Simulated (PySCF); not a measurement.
## Excitation energy of Sc by level of theory

Sc [Ar] 3d1 4s2 (2D) → Sc [Ar] 4s2 4p1 (2P), as a difference of total energies. Computed with PySCF 2.14 in x2c-QZVPPall, with scalar relativity by spin-free X2C-1e. Correlated levels: valence: [Ar] frozen; valence and next inner shell: [Ne] frozen. The calculations carry no spin-orbit coupling.

| method | excitation energy (eV) |
| --- | --- |
| UHF | 2.884 |
| LDA | 3.792 |
| PBE | 3.741 |
| wB97M-V | 3.579 |
| LC-wPBE | 3.484 |
| BP86 | 3.804 |
| PBEsol | 3.728 |
| MP2 (valence) | 2.832 |
| SCS-MP2 (valence) | 2.800 |
| MP2 (valence and next inner shell) | 2.958 |
| SCS-MP2 (valence and next inner shell) | 2.937 |

Errors of the correlated levels include the incompleteness of this basis and the frozen core.

The basis was made for the ground configuration and has no added diffuse functions, so the excitation energy can come out too high.

Task: Which method comes closest to the reference value, and which is furthest?

Result: The reference is 2.319 eV (measured; NIST levels, between the centres of gravity of the two terms). Closest: SCS-MP2 (valence) (error 0.481 eV); furthest: BP86 (error 1.485 eV).
